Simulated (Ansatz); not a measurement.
Program: Ansatz. Geometries: PBE0-D4/def2-TZVP. ΔE: electronic, gas phase. CCSD(T)/CBS is the MP2 limit (def2-TZVPP, def2-QZVPP) plus CCSD(T) − MP2 in def2-TZVPP, frozen cores. This one scheme is used for every species. DFT in def2-TZVPP. B3LYP here is the variant with VWN-RPA as its local correlation; programs differ in this. Elements past krypton have def2 core potentials. For Sn outer-core shells are correlated without core-valence functions, which leaves a few kJ/mol of doubt a bond. One conformer a species, not always the lowest.

Reaction (hydrogenolysis of the Sn–Si bond): `Cl[Si](Cl)(Cl)[SnH2][Si](Cl)(Cl)Cl` + H₂ → `Cl[Si](Cl)(Cl)[SnH3]` + `Cl[SiH](Cl)Cl`

```json
{"level": "B3LYP-D4", "ΔE (kJ/mol)": "17.7"}
{"level": "CAM-B3LYP-D4", "ΔE (kJ/mol)": "4.2"}
```

Problem. What does CCSD(T)/CBS give? (Best estimate.)

Solution. Ansatz gave: +14.8 kJ/mol. The listed levels differ from it by 2.9, -10.6 kJ/mol.

Largest T1 diagnostic among the species: 0.012.

The D4 term adds +27.6 kJ/mol with B3LYP and +16.5 kJ/mol with PBE0; it sums over pairs of atoms, weighted by their polarisabilities, and B3LYP, whose exchange is more repulsive, gets the larger term. Leaving LDA and LC-ωPBE aside and taking each functional with its dispersion term where it has one, the values, not all of them listed here, spread over 31.4 kJ/mol, from B97M-V to revPBE-D4. LDA lies +4.4 kJ/mol from PBE without D4.

CCSD(T)/CBS has its own doubt, a few kJ/mol and more with outer-core shells, so smaller differences from it don't rank the levels.
